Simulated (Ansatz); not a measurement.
C6H12O2, SMILES COC(=O)C(C)(C)C.

Coordinates come from a PBE0-D3(BJ)/def2-SVP optimisation.

Two levels are set side by side: PBE/def2-SVPD (Ansatz, a first-principles code) and CAM-B3LYP/def2-SVPD (Ansatz). Energy differences of separate SCF runs at the same geometry; the states with an electron removed or added have multiplicity 2 and 2. Differences are taken from unrounded values.

```csv
quantity,CAM-B3LYP,PBE,PBE minus CAM-B3LYP
vertical ionisation energy (eV),10.13,9.56,-0.56
vertical singlet–triplet gap (eV),5.36,5.26,-0.11
```
